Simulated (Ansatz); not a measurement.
`[ZnH][O][SiH2]Br` + `BC` → `B[SiH2]Br` + `C[O][ZnH]`  (redistribution)

Program: Ansatz. Geometries: PBE0-D4/def2-TZVP. ΔE: electronic, gas phase. CBS: MP2 limit from def2 TZ/QZ plus the TZ coupled-cluster correction, frozen cores. This one scheme is used for every species. DFT in def2-TZVPP. HSE06 is defined as in plane-wave codes. For Br, Zn outer-core shells are correlated without core-valence functions, which leaves a few kJ/mol of doubt a bond. Scalar relativity is left out up to krypton. One conformer a species, not always the lowest.

```tsv
level	ΔE (kcal/mol)	difference from CCSD(T)/CBS
revPBE-D4	59.1	-6.7
r2SCANh-D4	65.3	-0.5
r2SCAN0-D4	66.1	0.3
HSE06-D4	62.2	-3.6
r2SCAN0	65.9	0.1
LC-ωPBE	62.8	-3.0
RPA@PBE/def2-TZVPP	62.1	-3.7
HF/def2-TZVPP	66.5	0.7
HF/def2-QZVPP	66.8	1.0
MP2/def2-QZVPP	68.7	2.9
CCSD(T)/CBS	65.8	0
```

Largest T1 diagnostic among the species: 0.017.

From r2SCAN to r2SCAN0 (25 % exact exchange), in def2-TZVPP and without D4, ΔE moves by +1.2 kcal/mol. The D4 term adds +0.9 kcal/mol with B3LYP and +0.5 kcal/mol with PBE0; it sums over pairs of atoms, weighted by their polarisabilities, and B3LYP, whose exchange is more repulsive, gets the larger term.

B3LYP here is the variant with VWN-RPA as its local correlation; programs differ in this.
